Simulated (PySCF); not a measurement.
Delta-SCF ions had no search for a lower state. Excitations are Tamm–Dancoff values on a coarser integration grid. The basis has no diffuse functions, so Rydberg states are missing or too high.

CH$_{3}$BN$_{2}$, SMILES `N#CBN` (charge 0, multiplicity 1)

These are PBE-D3(BJ)/def2-TZVP // r2SCAN-D4/def2-TZVP in PySCF 2.14.0 values and carry that method's errors.

The HOMO is -7.86 eV, the dipole moment comes out as 0.975 e·Å and the HOMO–LUMO gap is 5.44 eV. The LUMO comes out as -2.42 eV. The S1 excitation (TDA) is 5.79 eV and the S1 oscillator strength is 0.002. The brightest of the four lowest singlets (TDA) is 6.62 eV and the T1 excitation (TDA) is 4.81 eV. The S1–T1 gap (TDA) is 0.97 eV and the vertical ionisation energy (Delta-SCF) is 11.27 eV. The total energy comes out as -174.1515 Ha and the cost is about 60 core-seconds (a rough figure).

Bond lengths (Å): N1–C2 1.156, C2–B3 1.542, B3–N4 1.384, B3–H5 1.191, N4–H6 1.007, N4–H7 1.008. Bond angles (°): N1–C2–B3 179.1, C2–B3–N4 119.0, C2–B3–H5 120.1, N4–B3–H5 120.9, B3–N4–H6 122.5, B3–N4–H7 123.4, H6–N4–H7 114.0.
